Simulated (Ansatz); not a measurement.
```yaml
crystal:
  periodic: [false, false, false]
  atoms:
    - {symbol: C, position_ang: [-0.912255, 2.113797, 0.260885]}
    - {symbol: Al, position_ang: [-0.072216, 0.520429, -0.508714]}
    - {symbol: B, position_ang: [0.391619, -1.294236, 0.533437]}
    - {symbol: N, position_ang: [0.986032, -2.333923, -0.173516]}
    - {symbol: H, position_ang: [-0.277169, 2.995187, 0.116735]}
    - {symbol: H, position_ang: [-1.123589, 2.021983, 1.328796]}
    - {symbol: H, position_ang: [-1.856066, 2.335737, -0.250489]}
    - {symbol: H, position_ang: [0.296656, 0.596248, -2.072167]}
    - {symbol: H, position_ang: [0.184236, -1.511903, 1.699084]}
    - {symbol: H, position_ang: [1.235724, -3.219392, 0.240346]}
    - {symbol: H, position_ang: [1.212330, -2.280828, -1.153796]}
basis:
  gaussian: {orbitals: ANO-RCC-VTZP, point_charges: [{charge: 2.00, position_ang: [4.697, 0.545, -0.773]}]}
hamiltonian: {xc: {name: wB97X-D}}
output: {forces: true}
```

```sh
$ ansatz run in.yaml --threads 2 --pin off --events-out ev --progress --plain --max-ram 4352MiB
```

It prints (some lines left out):

```
Error: YAML parse error: error: line 17 column 19: hamiltonian.xc: no functional is named "wB97X-D"; the names, which are not case-sensitive, are SVWN5, SPW92, PBE, PBE0, PBEsol, revPBE, revPBE0, RPBE, rPW86-PBE, HSE06, wPBEh, LC-wPBE, HISS, HF, BLYP, B3LYP, B3LYP5, BHLYP, CAM-B3LYP, r2SCAN, r2SCANh, r2SCAN0, r2SCAN50, m-r2SCAN, B97, wB97, wB97X, wB97X-V, B97M-V, wB97M-V, B2PLYP, B2GP-PLYP, PBE0-DH, PBE-QIDH
15 | basis:
16 |   gaussian: {orbitals: ANO-RCC-VTZP, point_charges: [{charge: 2.00, position_ang: […
17 | hamiltonian: {xc: {name: wB97X-D}}
18 | output: {forces: true}
```

What is wrong with this run?

The method's name isn't one that the program takes here. The program refused the input.

HSE06 is defined as in plane-wave codes.
